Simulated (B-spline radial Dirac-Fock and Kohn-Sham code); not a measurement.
## K-line shifts caused by a second vacancy in Mo³⁺

System: Mo³⁺, configuration [Kr] 4d3.

Model: Dirac-Fock (average of configuration) total-energy differences with a finite nucleus, the Breit interaction including its frequency dependence, and self-energy and vacuum-polarisation corrections. Program: a radial atomic solver. Each two-hole energy is an average over J within one jj subconfiguration, not an observable level; in light atoms, where LS coupling holds, the j-resolved values are not observed lines, and for a K spectator the Kα1 hypersatellite is nearly forbidden. No correlation.

Lines without a spectator: Kα2 (K-L2) 17372.6 eV, Kα1 (K-L3) 17477.5 eV, Kβ3 (K-M2) 19585.6 eV, Kβ1 (K-M3) 19603.4 eV. Shifts in eV with one spectator hole (a dash: not computed, or left out as unreliable):

```
spectator hole    Kα2    Kα1     Kβ3     Kβ1
    L2 (2p1/2)  +48.9  +60.9       –  +132.1
    L3 (2p3/2)  +50.7  +50.0  +121.1       –
    M2 (3p1/2)      –  +5.98  +14.16  +17.47
    M3 (3p3/2)  +4.74      –  +15.43  +14.85
    M4 (3d3/2)  +0.32  -1.70       –       –
    M5 (3d5/2)  -1.98  -0.59       –       –
```

Q: Where does the K-L3 hypersatellite lie, emitted when both K electrons are missing?

A: +477.3 eV from the normal line, at 17954.8 eV. Removing both K electrons costs 40733.6 eV, which is 646.2 eV more than twice the K binding energy.

With n spectator holes in 2p, averaged over the 2p shell (energies in eV):

| n | KαLⁿ | step | hypersatellite KαʰLⁿ |
| --- | --- | --- | --- |
| 0 | 17442.5 | – | 17916.4 |
| 1 | 17495.5 | +53.0 | 17970.8 |
| 2 | 17549.8 | +54.2 | 18026.3 |
| 3 | 17605.2 | +55.4 | 18083.1 |
| 4 | 17661.9 | +56.6 | 18141.2 |
| 5 | 17719.7 | +57.9 | 18200.4 |
